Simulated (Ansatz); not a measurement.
A structure relaxed at PBE0-D4/def2-TZVP, charge 0, multiplicity 1:

Cartesian coordinates in Å:
```
C -1.690 -0.520 -1.122
C -0.654 0.278 -0.907
C -0.176 0.688 0.444
Ge 1.496 -0.169 0.892
F 2.224 0.465 2.310
F 1.346 -1.853 1.172
F 2.675 -0.010 -0.343
H -2.274 -0.929 -0.304
H -1.987 -0.795 -2.126
H -0.088 0.660 -1.753
H 0.014 1.764 0.506
H -0.886 0.421 1.230
```

(1) Give its formula and SMILES.

(2) Summarise the bond lengths by kind.

Answers

(1) C3H5F3Ge, `C=C[CH2][Ge]([F])([F])[F]`.

(2) 2 × C–C 1.325 to 1.492 Å; 5 × C–H 1.083 to 1.094 Å; 1 × C–Ge 1.931 Å; 3 × F–Ge 1.713 to 1.716 Å.

Computed with Ansatz.
